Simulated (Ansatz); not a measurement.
`B[SiH2][InH2]` + `C=N` → `B[SiH2]N=C` + `[InH3]` at 298.15 K and 1 bar (cleavage of the Si–In bond).

Computed with Ansatz on PBE0-D4/def2-TZVP structures; ΔE is electronic, products minus reactants. CCSD(T)/CBS is the MP2 limit (def2-TZVPP, def2-QZVPP) plus CCSD(T) − MP2 in def2-TZVPP, frozen cores. This one scheme is used for every species. def2 core potentials past Kr. For In outer-core shells are correlated without core-valence functions, which leaves a few kJ/mol of doubt a bond. One conformer a species, not always the lowest.

```tsv
species	CCSD(T)/CBS energy (Eh)	H − E (kJ/mol)	S (J/(mol·K))
`B[SiH2][InH2]`	-507.23462	148.8	344.1
`C=N`	-94.52360	115.3	227.0
`B[SiH2]N=C`	-410.17839	195.6	326.0
`[InH3]`	-191.56739	54.8	229.0
```

H − E and S are ideal-gas, rigid-rotor, harmonic terms from PBE0-D4/def2-TZVP, for one conformer and one mirror image of each species. 1 Eh = 2625.50 kJ/mol, R = 8.31446 J/(mol·K).

By hand: ΔE, ΔH, ΔS and ΔG.

ΔE = (-410.17839) + (-191.56739) − (-507.23462) − (-94.52360) = 0.01244 Eh = 32.7 kJ/mol. Δ(H − E) = 195.6 + 54.8 − 148.8 − 115.3 = -13.7, so ΔH = 19.0 kJ/mol. ΔS = 326.0 + 229.0 − 344.1 − 227.0 = -16.1 J/(mol·K). ΔG = 19.0 − 298.15 × (-16.1)/1000 = 23.8 kJ/mol.

By hand: the equilibrium constant, and the temperature at which ΔG would vanish if ΔH and ΔS stayed fixed.

log₁₀ K = −ΔG/(RT ln 10) = -4.2. ΔH and −TΔS have one sign here, so there is no such temperature.

ΔH outweighs TΔS. A doubt of 5 kJ/mol in ΔE shifts log₁₀ K by 0.9 here. Other conformers and mirror images would add mixing entropy, several J/(mol·K) or more a flexible species. These are equilibria of isolated gas molecules and say nothing of rates. Largest T1 diagnostic: 0.015 (customary marks: 0.02 for closed shells, 0.045 for open ones).
